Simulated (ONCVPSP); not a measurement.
Plane-wave convergence, ONCV potential for fluorine (F)

| Quantity | Value |
| --- | --- |
| Element | fluorine |
| Generator | ONCVPSP 4.0.1 |
| Type | optimised norm-conserving Vanderbilt (ONCV) |
| Functional | LDA (Perdew-Zunger) |
| Relativity | scalar-relativistic |
| Frozen core | [He] |
| Valence charge | 7 |
| Reference configuration | 2s2 2p5 |
| Partial waves | 2s: rc 0.85 bohr, ncon 3, nbas 8, qcut 8 1/bohr, 2 projectors, debl 0.3 Ha; 2p: rc 0.90 bohr, ncon 4, nbas 9, qcut 9.5 1/bohr, 2 projectors, debl 2 Ha |
| Local potential | polynomial inside 0.80 bohr (lpopt 5, dvloc0 6 Ha) |
| Core correction | none |

In the s channel the program set the typed energies aside and used -1.090, 0.250 Ha.

**Question.** For each optimised wave give the share of its norm inside rc, the residual kinetic energy above qcut (Ha) and the cutoffs (Ha) for errors of 10, 1, 0.1 and 0.01 mHa per electron.

**Answer.**

| wave | norm inside rc | residual KE | 10 mHa | 1 mHa | 0.1 mHa | 0.01 mHa |
| --- | --- | --- | --- | --- | --- | --- |
| 2s | 0.425 | 1.7e-03 | 22.4 | 46.8 | 260.9 | not reached |
| s projector 2 | 0.046 | 2.8e-04 | 5.6 | 25.6 | 51.6 | 316.6 |
| 2p | 0.455 | 4.1e-03 | 39.5 | 125.1 | 325.4 | 409.3 |
| p projector 2 | 0.144 | 3.5e-03 | 39.2 | 53.3 | 147.1 | 400.8 |

The occupied waves need 125 Ha and 325 Ha for 1 and 0.1 mHa. Its largest configuration-test error is +346 meV.
